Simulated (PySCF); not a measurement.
**Orbital picture of AsN⁺**

PBE0 at R = 1.707 Å; basis As aug-pcseg-1, N aug-pcseg-1; no relativity; PySCF 2.14. State: ²Σ⁺ (doublet), unpaired electrons σ ↑, a second solution, started from another occupation. Only the outer orbitals are listed, counted within each symmetry.

```csv
spin,orbital,occ.,ε (eV),on As (%),main shells (%)
α,8σ,1,-32.14,15,"81 N s, 11 As s"
α,9σ,1,-23.49,60,"59 As s, 21 N p, 19 N s"
α,10σ,1,-18.77,53,"50 N p, 28 As p, 25 As s"
α,4π,1,-17.51,17,"82 N p, 17 As p"
α,4π,1,-17.51,17,"82 N p, 17 As p"
α,5π,0,-10.69,83,"80 As p, 17 N p"
α,5π,0,-10.69,83,"80 As p, 17 N p"
α,11σ,0,-6.21,88,"59 As p, 23 As d, 10 N p"
β,8σ,1,-30.33,27,"65 N s, 23 As s"
β,9σ,1,-22.08,74,"67 As s, 26 N s"
β,4π,1,-16.30,51,"50 As p, 47 N p"
β,4π,1,-16.30,51,"50 As p, 47 N p"
β,10σ,0,-13.60,36,"51 N p, 32 As p, 13 N s"
β,5π,0,-10.25,53,"50 As p, 48 N p"
β,5π,0,-10.25,53,"50 As p, 48 N p"
```

Task: Which are the highest filled and the lowest empty level, where do they sit, and how wide is the gap?

Result: Highest filled β 4π at -16.30 eV (in %: 50 As p, 47 N p); lowest empty β 10σ at -13.60 eV (in %: 51 N p, 32 As p, 13 N s); the gap at PBE0 is 2.70 eV.

```
bond order (Mayer)                                                                                                : 2.14
⟨S²⟩                                                                                                              : 0.997
charge on As (Mulliken, basis-dependent)                                                                          : 1.35
charge on As (Löwdin, basis-dependent)                                                                            : 1.33
dipole moment (positive dipole points towards N; it is taken about the centre of mass and depends on that origin) : -1.32 D
```

Spin–orbit coupling is left out.
